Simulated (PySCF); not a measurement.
Correlation energy of Xe+ (xenon, charge +1)

[Kr] 4d10 5s2 5p5, 2P determinant. Computed with PySCF 2.14 in def2-SVP with the def2 core potential (28 electrons), with scalar relativity through the core potential. Frozen: 4s2 4p6 4d10; 7 electrons correlated.

MP2 pair energies summed by pair of shells (mhartree):

```
 pair  energy  share (%)
5p-5p  -71.82       62.0
5s-5p  -37.44       32.3
5s-5s   -6.54        5.6
```

Total MP2 correlation energy: -115.80 mhartree.

Same-spin part -26.10 and opposite-spin part -89.70 mhartree; SCS-MP2 scales them by 1/3 and 6/5 to -116.34 mhartree.

```tsv
level	correlation energy (mhartree)
CCSD	-134.44
(T)	-3.56
CCSD(T)	-138.00
```

Diagnostics: T1 = 0.0060, D1 = 0.0194, largest double amplitude 0.046.

Cost of the coupled-cluster step: 0.98 s of wall time on 1 thread of Intel(R) Xeon(R) Platinum 8559C (shared host), for 7 correlated electrons.

Iterations:

```
CC2 = 0
CCSD nocc = (np.int64(4), np.int64(3)), nmo = (41, 41)
frozen orbitals [[0, 1, 2, 3, 4, 5, 6, 7, 8], [0, 1, 2, 3, 4, 5, 6, 7, 8]]
max_cycle = 100
direct = 0
conv_tol = 1e-08
conv_tol_normt = 1e-06
diis_space = 8
diis_start_cycle = 0
Init t2, MP2 energy = -0.11579602898413
Init E_corr(UCCSD) = -0.115796028984827
cycle = 1  E_corr(UCCSD) = -0.130192439803641  dE = -0.0143964108  norm(t1,t2) = 0.0378422
cycle = 2  E_corr(UCCSD) = -0.133207964584749  dE = -0.00301552478  norm(t1,t2) = 0.0118428
cycle = 3  E_corr(UCCSD) = -0.134486307786165  dE = -0.0012783432  norm(t1,t2) = 0.00459254
cycle = 4  E_corr(UCCSD) = -0.134441539144681  dE = 4.47686415e-05  norm(t1,t2) = 0.000546623
cycle = 5  E_corr(UCCSD) = -0.134442221718047  dE = -6.82573366e-07  norm(t1,t2) = 7.47132e-05
cycle = 6  E_corr(UCCSD) = -0.134442689474758  dE = -4.67756712e-07  norm(t1,t2) = 1.44486e-05
cycle = 7  E_corr(UCCSD) = -0.134442682075984  dE = 7.39877457e-09  norm(t1,t2) = 3.05748e-06
cycle = 8  E_corr(UCCSD) = -0.134442685232233  dE = -3.15624965e-09  norm(t1,t2) = 6.89778e-07
UCCSD converged
E(UCCSD) = -328.0114853914913  E_corr = -0.1344426852322333
UCCSD(T) correction = -0.00356310611762938
```
